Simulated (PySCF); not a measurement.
A calculated (M06-L, PySCF 2.14, aug-cc-pwCVTZ, the non-relativistic Hamiltonian (point nucleus)) atom or ion has these occupied shells.

| shell | electrons | orbital energy (eV) | rms radius, mean of both spins (bohr) |
| --- | --- | --- | --- |
| 1s β | 1 | -7578.1 | 0.0659 |
| 1s α | 1 | -7578.1 | 0.0659 |
| 2s α | 1 | -934.27 | 0.280 |
| 2s β | 1 | -931.01 | 0.280 |
| 2p α | 3 | -813.06 | 0.250 |
| 2p β | 3 | -810.72 | 0.250 |
| 3s α | 1 | -144.92 | 0.832 |
| 3s β | 1 | -137.53 | 0.832 |
| 3p α | 3 | -107.84 | 0.877 |
| 3p β | 3 | -100.77 | 0.877 |
| 3d α | 5 | -47.459 | 1.03 |
| 3d β | 1 | -42.564 | 1.03 |

(1) Name the element and its charge.

Results:

(1) Co(3+) (cobalt, charge +3), in [Ar] 3d6, high-spin 5D determinant.
